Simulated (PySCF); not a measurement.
Isomers of C8H18BN.

All values: PBE0/pcSseg-1 (PySCF) at PBE0-D3(BJ)/def2-SVP geometries, gas phase, one conformer each.

(1) Rank by HOMO–LUMO gap, highest first.
A. `[CH3:1][N@+:2]1([CH2:3][CH:4]2[CH2:5][CH2:6]2)[BH2-:7][CH2:8][CH2:9][CH2:10]1` with C1–N2–C3–C4 -63°, N2–C3–C4–C5 162°, C3–C4–C5–C6 -112°, C1–N2–B7–C8 -83°, N2–B7–C8–C9 -13°, B7–C8–C9–C10 -12°
B. `[CH2:1]=[CH:2][CH2:3][CH2:4][N@+:5]1([CH3:6])[BH2-:7][CH2:8][CH2:9][CH2:10]1` with C1–C2–C3–C4 115°, C2–C3–C4–N5 180°, C3–C4–N5–C6 -60°, C4–N5–B7–C8 -156°, N5–B7–C8–C9 17°, B7–C8–C9–C10 8°, C8–C9–C10–N5 -34°
C. `[CH3:1][N+:2]1([CH3:3])[BH2-:4][C@@H:5]([CH:6]2[CH2:7][CH2:8]2)[CH2:9][CH2:10]1` with B4–C5–C6–C7 -88°, C1–N2–B4–C5 -151°, N2–B4–C5–C6 -116°, C5–C6–C7–C8 -111°, B4–C5–C9–C10 16°
D. `[CH2:1]=[C:2]([CH3:3])[C@@H:4]1[BH2-:5][N+:6]([CH3:7])([CH3:8])[CH2:9][CH2:10]1` with C1–C2–C4–B5 108°, C2–C4–B5–N6 -132°, C4–B5–N6–C7 150°, B5–N6–C9–C10 -43°, N6–C9–C10–C4 40°

(2) Rank by HOMO energy, highest first.
A. `[CH3:1][N+:2]1([CH3:3])[BH2-:4][C@@H:5]([CH:6]2[CH2:7][CH2:8]2)[CH2:9][CH2:10]1` with B4–C5–C6–C7 -88°, C1–N2–B4–C5 -151°, N2–B4–C5–C6 -116°, C5–C6–C7–C8 -111°, B4–C5–C9–C10 16°
B. `[CH2:1]=[CH:2][CH2:3][CH2:4][N@+:5]1([CH3:6])[BH2-:7][CH2:8][CH2:9][CH2:10]1` with C1–C2–C3–C4 115°, C2–C3–C4–N5 180°, C3–C4–N5–C6 -60°, C4–N5–B7–C8 -156°, N5–B7–C8–C9 17°, B7–C8–C9–C10 8°, C8–C9–C10–N5 -34°
C. `[CH2:1]=[C:2]([CH3:3])[C@@H:4]1[BH2-:5][N+:6]([CH3:7])([CH3:8])[CH2:9][CH2:10]1` with C1–C2–C4–B5 108°, C2–C4–B5–N6 -132°, C4–B5–N6–C7 150°, B5–N6–C9–C10 -43°, N6–C9–C10–C4 40°

(3) Rank by dipole moment, highest first.
A. `[CH3:1][N@+:2]1([CH2:3][CH:4]2[CH2:5][CH2:6]2)[BH2-:7][CH2:8][CH2:9][CH2:10]1` with C1–N2–C3–C4 -63°, N2–C3–C4–C5 162°, C3–C4–C5–C6 -112°, C1–N2–B7–C8 -83°, N2–B7–C8–C9 -13°, B7–C8–C9–C10 -12°
B. `[CH3:1][N+:2]1([CH3:3])[BH2-:4][C@@H:5]([CH:6]2[CH2:7][CH2:8]2)[CH2:9][CH2:10]1` with B4–C5–C6–C7 -88°, C1–N2–B4–C5 -151°, N2–B4–C5–C6 -116°, C5–C6–C7–C8 -111°, B4–C5–C9–C10 16°
C. `[CH2:1]=[CH:2][CH2:3][CH2:4][N@+:5]1([CH3:6])[BH2-:7][CH2:8][CH2:9][CH2:10]1` with C1–C2–C3–C4 115°, C2–C3–C4–N5 180°, C3–C4–N5–C6 -60°, C4–N5–B7–C8 -156°, N5–B7–C8–C9 17°, B7–C8–C9–C10 8°, C8–C9–C10–N5 -34°
D. `[CH2:1]=[C:2]([CH3:3])[C@@H:4]1[BH2-:5][N+:6]([CH3:7])([CH3:8])[CH2:9][CH2:10]1` with C1–C2–C4–B5 108°, C2–C4–B5–N6 -132°, C4–B5–N6–C7 150°, B5–N6–C9–C10 -43°, N6–C9–C10–C4 40°

## Answers

(1) A (8.20 eV), C (7.65 eV), B (7.17 eV), D (7.02 eV).

(2) C (-6.11 eV), A (-6.70 eV), B (-7.20 eV).

(3) D (4.85 D), B (4.68 D), C (4.44 D), A (4.26 D).

All values together:

```
                          SMILES  μ (D)  HOMO (eV)  LUMO (eV)  lowest IAO charge (e)  highest IAO charge (e)  lowest Hirshfeld charge (e)  highest Hirshfeld charge (e)
C=C(C)[C@@H]1[BH2-][N+](C)(C)CC1   4.85      -6.11       0.91             -0.409 (C)              +0.164 (H)                   -0.147 (C)                    +0.060 (H)
       C[N@+]1(CC2CC2)[BH2-]CCC1   4.26      -7.17       1.03             -0.389 (C)              +0.166 (H)                   -0.153 (C)                    +0.058 (H)
        C=CCC[N@+]1(C)[BH2-]CCC1   4.44      -7.20      -0.03             -0.391 (C)              +0.162 (H)                   -0.154 (C)                    +0.060 (H)
 C[N+]1(C)[BH2-][C@@H](C2CC2)CC1   4.68      -6.70       0.95             -0.303 (C)              +0.162 (H)                   -0.105 (H)                    +0.060 (H)
```

Conformers: `[CH2:1]=[C:2]([CH3:3])[C@@H:4]1[BH2-:5][N+:6]([CH3:7])([CH3:8])[CH2:9][CH2:10]1` with C1–C2–C4–B5 108°, C2–C4–B5–N6 -132°, C4–B5–N6–C7 150°, B5–N6–C9–C10 -43°, N6–C9–C10–C4 40°; `[CH3:1][N@+:2]1([CH2:3][CH:4]2[CH2:5][CH2:6]2)[BH2-:7][CH2:8][CH2:9][CH2:10]1` with C1–N2–C3–C4 -63°, N2–C3–C4–C5 162°, C3–C4–C5–C6 -112°, C1–N2–B7–C8 -83°, N2–B7–C8–C9 -13°, B7–C8–C9–C10 -12°; `[CH2:1]=[CH:2][CH2:3][CH2:4][N@+:5]1([CH3:6])[BH2-:7][CH2:8][CH2:9][CH2:10]1` with C1–C2–C3–C4 115°, C2–C3–C4–N5 180°, C3–C4–N5–C6 -60°, C4–N5–B7–C8 -156°, N5–B7–C8–C9 17°, B7–C8–C9–C10 8°, C8–C9–C10–N5 -34°; `[CH3:1][N+:2]1([CH3:3])[BH2-:4][C@@H:5]([CH:6]2[CH2:7][CH2:8]2)[CH2:9][CH2:10]1` with B4–C5–C6–C7 -88°, C1–N2–B4–C5 -151°, N2–B4–C5–C6 -116°, C5–C6–C7–C8 -111°, B4–C5–C9–C10 16°.
